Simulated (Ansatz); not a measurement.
`[NH2][In]([OH])[Br]` + H₂ → `[OH][InH][Br]` + NH₃ at 400 K and 1 bar (hydrogenolysis of the In–N bond).

Program: Ansatz. Geometries: PBE0-D4/def2-TZVP. ΔE: electronic, gas phase. CBS: MP2 limit from def2 TZ/QZ plus the TZ coupled-cluster correction, frozen cores. This one scheme is used for every species. Elements past krypton have def2 core potentials. For Br, In outer-core shells are correlated without core-valence functions, which leaves a few kJ/mol of doubt a bond. Scalar relativity is left out up to krypton. Each species was taken in one conformer, which may not be the lowest.

```json
{"species": "`[NH2][In]([OH])[Br]`", "CCSD(T)/CBS energy (Eh)": "-2894.90232", "H − E (kJ/mol)": "134.2", "S (J/(mol·K))": "395.4"}
{"species": "H₂", "CCSD(T)/CBS energy (Eh)": "-1.17544", "H − E (kJ/mol)": "38.0", "S (J/(mol·K))": "139.0"}
{"species": "`[OH][InH][Br]`", "CCSD(T)/CBS energy (Eh)": "-2839.57190", "H − E (kJ/mol)": "76.2", "S (J/(mol·K))": "348.7"}
{"species": "NH₃", "CCSD(T)/CBS energy (Eh)": "-56.50880", "H − E (kJ/mol)": "104.2", "S (J/(mol·K))": "203.1"}
```

H − E and S are ideal-gas, rigid-rotor, harmonic terms from PBE0-D4/def2-TZVP, for one conformer and one mirror image of each species. The MP2-based limit puts H₂ 0.8 mEh under its directly extrapolated value; such offsets cancel only in part. 1 Eh = 2625.50 kJ/mol, R = 8.31446 J/(mol·K).

**Question.** By hand: ΔE, ΔH, ΔS and ΔG.

**Answer.** ΔE = (-2839.57190) + (-56.50880) − (-2894.90232) − (-1.17544) = -0.00294 Eh = -7.7 kJ/mol. Δ(H − E) = 76.2 + 104.2 − 134.2 − 38.0 = 8.2, so ΔH = 0.5 kJ/mol. ΔS = 348.7 + 203.1 − 395.4 − 139.0 = 17.4 J/(mol·K). ΔG = 0.5 − 400 × (17.4)/1000 = -6.5 kJ/mol.

**Question.** By hand: the equilibrium constant, and the temperature at which ΔG would vanish if ΔH and ΔS stayed fixed.

**Answer.** log₁₀ K = −ΔG/(RT ln 10) = 0.8. ΔG = 0 at ΔH/ΔS = 29 K, though so small a ΔH makes that figure unsure.

TΔS isn't small against ΔH here. A doubt of 5 kJ/mol in ΔE shifts log₁₀ K by 0.7 here. Other conformers and mirror images would add mixing entropy, several J/(mol·K) or more a flexible species. These are equilibria of isolated gas molecules and say nothing of rates. Largest T1 diagnostic: 0.014 (customary marks: 0.02 for closed shells, 0.045 for open ones).
